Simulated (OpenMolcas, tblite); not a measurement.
## CH4BFOSi (SMILES O=CB[SiH2]F): methods side by side

CH4BFOSi has 9 atoms, charge 0, and is taken as a singlet. SMILES: `O=CB[SiH2]F`. The coordinates come from a PBE0-D4/def2-TZVP relaxation. This is one conformer, not always the lowest.

Each level gives the vertical ionisation energy (to the doublet cation) (eV). The values are calculated.

```
         level            kind     program  value (eV)
     IPEA1-xTB  semi-empirical      tblite       14.51
   HF/def2-SVP    Hartree–Fock  OpenMolcas        9.39
SVWN5/def2-SVP             LDA  OpenMolcas       10.07
 BLYP/def2-SVP             GGA  OpenMolcas        9.78
 TPSS/def2-SVP        meta-GGA  OpenMolcas        9.99
BHLYP/def2-SVP   global hybrid  OpenMolcas       10.40
```

The values span 9.39 to 14.51 eV. The xTB values lack the empirical shift that such differences need.
